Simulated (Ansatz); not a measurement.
Isolated molecules relaxed with PBE0-D4/def2-TZVP in Ansatz; ΔE leaves out vibrations. CCSD(T)/CBS adds triple-zeta CCSD(T) − MP2 to the extrapolated MP2 energy (def2 sets, frozen cores). DFT in def2-TZVPP. One conformer a species, not always the lowest.

Reaction (isomerisation): `O[Si]1(O)CO1` → `O=C[SiH](O)O`

Is it downhill or uphill in electronic energy at CCSD(T)/CBS, and by how much? (An estimate is asked.)

Ansatz gave: Uphill: ΔE = +0.45 eV.

What do these levels give: LDA (SPW92), r2SCAN-D4, ωB97X-V, CCSD/def2-TZVPP, CCSD(T)/def2-TZVPP, HF/CBS(def2)? (Best estimate.)

Ansatz gave: LDA (SPW92) 0.61, r2SCAN-D4 0.53, ωB97X-V 0.43, CCSD/def2-TZVPP 0.41, CCSD(T)/def2-TZVPP 0.41, HF/CBS(def2) 0.21 eV.

Largest T1 diagnostic among the species: 0.014.

From PBE to PBE0 (25 % exact exchange), in def2-TZVPP and without D4, ΔE moves by +0.07 eV. In def2-TZVPP, CCSD(T) changes the Hartree–Fock value by +0.22 eV (the triples alone add +0.00 eV) and MP2 by +0.33 eV.
